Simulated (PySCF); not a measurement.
Identify the unknown among the candidates.

All candidates are C5H8OSi2.

- Dipole: 1.65 D [PBE0/pcSseg-1]
- 13C NMR: chemical shifts (computed TMS as zero) by class: 118.6 (1 C), 110.5 (1 C), 101.4 (1 C), 87.8 (1 C), 52.1 (1 C) ppm [GIAO PBE0/pcSseg-1]
- 1H NMR: chemical shifts (computed TMS as zero) by class: 4.83 (1 H), 4.25 (3 H), 3.90 (3 H), 1.93 (1 H) ppm [GIAO PBE0/pcSseg-1]
- Rotational structure: rotational constants A, B, C: 1.960, 0.642, 0.540 GHz [GFN2-xTB]
- NMR, other nuclei: isotropic shieldings of nuclei other than C and H, by class: 317 (1 O), 416 (1 Si), 448 (1 Si) ppm [GIAO PBE0/pcSseg-1]

Gas-phase values; electronic properties from PySCF, density fitting. Levels stand in brackets. The structure is a single GFN2-xTB conformer in the gas phase; no vibrational or solvent corrections. Each NMR value is the plain mean over a class of atoms that symmetry, rotation or inversion makes alike.

Question: Which candidate is it?
A. `C#C[Si@@H]1C=C(C)[SiH2]O1`
B. `C#C[Si@@H](C#C[SiH3])OC`
C. `C#CC1([SiH2]O[SiH3])C=C1`

Answer: B. It is `C#C[Si@@H](C#C[SiH3])OC`. Numbering: `[CH:1]#[C:2][Si@@H:3]([C:4]#[C:5][SiH3:6])[O:7][CH3:8]`. Its formula, C5H8OSi2, gives 4 degrees of unsaturation: 0 rings and 4 π bonds in the structure found. 5 carbons fall into 5 classes; from least to most shielded: alkyne carbon [C4] (118.6 ppm), alkyne carbon [C5] (110.5 ppm), terminal alkyne carbon [C1] (101.4 ppm), alkyne carbon [C2] (87.8 ppm), methoxy carbon [C8] (52.1 ppm). Hydrogen classes from least to most shielded: 1 H on an oxygen-bound silicon, Si3 (4.83 ppm), 3 H on an SiH3 silicon, Si6 (4.25 ppm), 3 H on a methoxy carbon, C8 (3.90 ppm), 1 H on a terminal alkyne carbon, C1 (1.93 ppm). The other shieldings belong to: 317 ppm, silyl ether oxygen [O7]; 416 ppm, oxygen-bound silicon [Si3]; 448 ppm, SiH3 silicon [Si6]. The optimised geometry has point group C1 and is an asymmetric top.

The others, at the same levels:
- `C#C[Si@@H]1C=C(C)[SiH2]O1` fails: its computed 13C shifts are 173.6 (1 C), 147.7 (1 C), 102.2 (1 C), 89.7 (1 C), 25.5 (1 C) ppm, 1H shifts are 6.83 (1 H), 5.38 (1 H), 5.29 (1 H), 5.22 (1 H), 2.23 (3 H), 1.98 (1 H) ppm and rotational constant A is 2.591 GHz (against 1.960 GHz).
- `C#CC1([SiH2]O[SiH3])C=C1` fails: it has 4 carbon classes against 5; its computed 13C shifts are 120.8 (2 C), 94.7 (1 C), 65.1 (1 C), 5.5 (1 C) ppm, 1H shifts are 7.32 (2 H), 5.07 (2 H), 5.04 (3 H), 0.85 (1 H) ppm and rotational constant A is 3.281 GHz (against 1.960 GHz).

Each candidate is one conformer, not necessarily the lowest. The conformers computed, where there is a choice (atom-mapped SMILES and torsion angles):
- `[CH:1]#[C:2][Si@@H:3]([C:4]#[C:5][SiH3:6])[O:7][CH3:8]`: C2–Si3–O7–C8 -61°
- `[CH:1]#[C:2][C:3]1([SiH2:4][O:5][SiH3:6])[CH:7]=[CH:8]1`: C2–C3–Si4–O5 178°, C3–Si4–O5–Si6 -42°
